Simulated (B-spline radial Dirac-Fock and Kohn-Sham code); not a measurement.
Binding energies of Au³⁺ at several levels of theory

System: gold as Au³⁺ in the configuration [Xe] 4f14 5d6 6s2 (an excited configuration).

The density-functional columns are spherical, spin-unpolarised Dirac-Kohn-Sham results without Breit or QED terms: −ε is minus the orbital energy of the initial state and ΔSCF the difference of two total energies. The reference in the last column comes from Dirac-Fock (average of configuration) total-energy differences with a finite nucleus, the Breit interaction including its frequency dependence, and self-energy and vacuum-polarisation corrections. All numbers are from an atomic code on a B-spline grid, in eV; a selection of levels is shown. For the 1s level of heavy atoms much of the gap between ΔSCF and the reference is the Breit and QED part, -435.2 eV here; for other levels the error of the functional can be larger.

| level | LDA −ε | LDA ΔSCF | Dirac-Fock |
| --- | --- | --- | --- |
| K (1s) | 80590.4 | 81200.1 | 80776.4 |
| L1 (2s) | 14248.4 | 14362.5 | 14418.7 |
| L2 (2p1/2) | 13674.1 | 13821.4 | 13791.2 |
| L3 (2p3/2) | 11840.7 | 11964.3 | 11976.5 |
| M1 (3s) | 3397.1 | 3431.5 | 3490.8 |
| M2 (3p1/2) | 3137.2 | 3174.3 | 3211.6 |
| M3 (3p3/2) | 2732.6 | 2766.0 | 2806.6 |
| M4 (3d3/2) | 2297.8 | 2337.7 | 2349.2 |
| M5 (3d5/2) | 2210.7 | 2249.3 | 2263.8 |
| N1 (4s) | 772.0 | 788.6 | 824.8 |
| N2 (4p1/2) | 661.0 | 677.5 | 705.3 |
| N3 (4p3/2) | 563.7 | 579.4 | 607.8 |
| N4 (4d3/2) | 381.2 | 396.7 | 412.3 |
| N5 (4d5/2) | 363.1 | 378.3 | 394.2 |
| N6 (4f5/2) | 128.7 | 143.4 | 141.8 |
| N7 (4f7/2) | 124.9 | 139.4 | 138.2 |
| O1 (5s) | 152.7 | 162.2 | 169.3 |
| O2 (5p1/2) | 116.0 | 125.2 | 127.3 |
| O3 (5p3/2) | 98.68 | 107.3 | 110.1 |
| O4,5 (5d) | 46.82 | 54.12 | 52.76 |
| P1 (6s) | 36.72 | 41.70 | 38.54 |

Values without a named source are computed, but for edge energies of neutral atoms, which are taken from tables.
